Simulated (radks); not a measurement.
Values are calculated unless marked as measured or tabulated.
Ionisation of the boron ion B+, [He] 2s2, to B2+, [He] 2s1, under several functionals. Non-relativistic Kohn-Sham, spin-unpolarised, spherical densities, point nucleus; a radial shooting solver on a logarithmic mesh with Libxc functionals.

functional	E(B+) (hartree)	Exc (hartree)	IE (eV)	-e(HOMO) (eV)	<r> HOMO (bohr)	IE error (eV)
PW91	-24.31602	-3.56606	25.460	19.551	1.780	+0.306
exchange-only LDA	-23.78597	-3.00248	24.024	18.149	1.807	-1.131
Wu-Cohen GGA	-24.22097	-3.46488	25.298	19.410	1.782	+0.143
RPBE	-24.34936	-3.60248	25.443	19.536	1.781	+0.288
BP86	-24.33060	-3.58234	25.499	19.594	1.779	+0.344
AM05	-24.10169	-3.33418	25.217	19.341	1.787	+0.062
exchange-only r2SCAN	-24.22545	-3.47519	24.838	19.096	1.799	-0.317
PBEsol	-24.16300	-3.40183	25.254	19.373	1.785	+0.100
MS2 meta-GGA	-24.35173	-3.60785	25.687	19.887	1.779	+0.532

NIST Atomic Spectra Database: 25.155 eV (measured). Closest: AM05. The Delta-SCF values span 1.66 eV, the total energies 0.57 hartree. The highest occupied level is 2s. Spin polarisation and multiplet splitting are left out, so open shells lie too high by an amount that depends on their filling.

Beside tabulated values, note that spin-unpolarised runs miss the spin-polarisation part of the exchange energy of open shells.
